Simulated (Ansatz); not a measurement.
# Abstraction of H: C2H8Ge + SiH(CH2)(OH)2 → C2H7Ge + SiH(CH3)(OH)2

Species: C2H8Ge (ethylgermane) `C[CH2][GeH3]`, singlet; SiH(CH2)(OH)2, doublet; C2H7Ge `[CH2][CH2][GeH3]`, doublet; SiH(CH3)(OH)2, singlet. A radical takes H: the energy is the difference in strength between two C–H bonds in different surroundings.

Shapes, held fixed at every level: PBE0-D4/def2-TZVP. Flexible molecules stand in one conformer, not always the lowest. Programs: Ansatz 0.2.0. Electronic energies: no zero-point or thermal term.

```tsv
level	kind	ΔE (kJ/mol)	less CCSD(T)/def2-TZVPP	CPU time (sum over the molecules)
HF/def2-TZVPP	Hartree–Fock	-4.2	+9.2	–
PBE-D4/def2-TZVPP	GGA	-23.3	-9.9	28 s
B3LYP-D4/def2-TZVPP	global hybrid	-18.9	-5.5	45 s
PBE0-D4/def2-TZVPP	global hybrid	-19.0	-5.6	34 s
B2PLYP/def2-TZVPP	double hybrid	-16.8	-3.4	62 s
MP2/def2-TZVPP	perturbation theory	-13.7	-0.3	–
CCSD(T)/def2-TZVPP	coupled cluster or CI	-13.4	0.0	13 min
```

The highest level, CCSD(T)/def2-TZVPP, gives ΔE = -13.4 kJ/mol; the levels span -23.3 to -4.2. The column of differences is taken from that level and isn't an error. No measured value is set beside it here. Open shells run unrestricted unless RO is named. Relativity is left out for Ge unless named. Correlated rows may include outer-core shells of Ge, which these sets cover unevenly. Times are processor times on shared x86 and Arm servers, and rough.
